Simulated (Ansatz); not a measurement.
A run of Ansatz (development build ahead of 0.2.0) on triplet Ti at this shape:

A single Ti atom.

Its results:

```yaml
Converged: yes
Reference_energy: -848.39462 hartree
Correlation_energy: -0.24101 hartree
Total_energy: -848.63562 hartree
Spin_squared_of_the_determinant: 2.007
```

Question: Which input gives this output? Name the method, the orbitals and the basis set, and write the input.

Answer: UHF-MP2 in def2-TZVP.

```yaml
crystal:
  periodic: [false, false, false]
  atoms:
    - { symbol: Ti, position_ang: [0.0, 0.0, 0.0] }
basis:
  gaussian: { orbitals: def2-TZVP }
magnetization:
  spin_polarized: true
  initial_magnetization: 2
hamiltonian:
  xc: hf
correlation:
  method: mp2
  frozen_orbitals: { Ti: 5 }
```
